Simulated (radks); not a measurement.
Dynamic dipole polarisability and lines of the manganese ion Mn13+, [Ne] 3s2. Calculated with a radial shooting solver on a logarithmic mesh with Libxc functionals: scalar-relativistic Kohn-Sham, LB94 model potential, spin-unpolarised, spherical densities, finite nucleus; Fermi nuclear charge, rms radius of each element as measured or else 0.836 A^(1/3) + 0.57 fm. Time-dependent linear response with the Hartree and adiabatic LDA kernel, continuum included through the Sternheimer equations, no spin-orbit coupling, so fine structure and intercombination lines are absent. Lines are the poles of the dipole polarisability below minus the highest occupied eigenvalue, found on a grid refined at the orbital gaps; the lowest seven at most are given, and weak or close lines can be missed. The first line takes the name of the lowest orbital gap if no other gap lies below it; otherwise a line is named after a gap within 0.6 % of it, if that gap stands alone.

| photon energy (eV) | alpha (bohr^3) |
|---|---|
| 0 | 0.3672 |
| 19.973 | 0.4795 |
| 46.603 | -1.068 |
| 73.233 | -0.1359 |
| 99.863 | -0.04912 |
| 126.49 | -0.01778 |
| 153.12 | 0.0006966 |
| 179.75 | 0.02178 |
| 206.38 | 0.4325 |
| 233.01 | -0.02567 |
| 259.64 | -0.003233 |
| 286.27 | -0.08079 |
| 312.90 | 0.001493 |
| 339.53 | 0.001833 |
| 366.16 | 0.0001170 |
| 392.79 | 0.006757 |

Lines (eV, oscillator strength): 40.530 (30.59 nm, 3s-3p), f = 0.776; 208.15 (5.956 nm, 3s-4p), f = 0.429; 284.07 (4.365 nm, 3s-5p), f = 0.133; 323.05 (3.838 nm, 3s-6p), f = 0.0606; 345.85 (3.585 nm, 3s-7p), f = 0.0335; 360.35 (3.441 nm, 3s-8p), f = 0.0206; 370.15 (3.350 nm, unassigned), f = 0.0137. Higher lines, where found, are left out when the end of the mesh affects them. Those listed give 98 % of the static polarisability (sum of f/w^2). Orbital energy gaps for comparison: 3s-3p 32.292 eV; 3s-4p 208.75 eV; 3s-5p 284.31 eV; 3s-6p 323.17 eV; 3s-7p 345.91 eV.
